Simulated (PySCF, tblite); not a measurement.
Isomers of C4H4F3O2 (doublet state), one GFN2-xTB conformer each. Single-point energies are computed at B3LYP/pcH-1 (PySCF, gas phase, no added dispersion term), electronic only. GFN2-xTB treats the open shell by occupation alone, and not every SCF solution was tested for stability.

Question: Rank them by B3LYP/pcH-1 energy, lowest first (kJ/mol).
A. `[CH3:1][C:2]([CH:3]=[O:4])[O:5][C:6]([F:7])([F:8])[F:9]` (doublet state) with C1–C2–C3–O4 -1°, C1–C2–O5–C6 178°
B. `[OH:1][CH:2][O:3]/[CH:4]=[CH:5]/[C:6]([F:7])([F:8])[F:9]` (doublet state) with H–O1–C2–O3 -10°, O1–C2–O3–C4 -175°, C2–O3–C4–C5 2°

Answer: A (0.0), B (114.0).

As drawn, the higher has an O–H bond, which the lower lacks. GFN2-xTB itself gives, in the same order: 0.0, 80.5. Both levels put the same isomer lowest.

Question: What happens when harmonic zero-point energies from GFN2-xTB frequencies are added?

Answer: 
```csv
SMILES,ZPE (kJ/mol),electronic (kJ/mol),with ZPE (kJ/mol)
C[C](C=O)OC(F)(F)F,203.8,0.0,0.0
O[CH]O/C=C/C(F)(F)F,200.2,114.0,110.3
```

The zero-point energies span 3.6 kJ/mol. The order is unchanged.
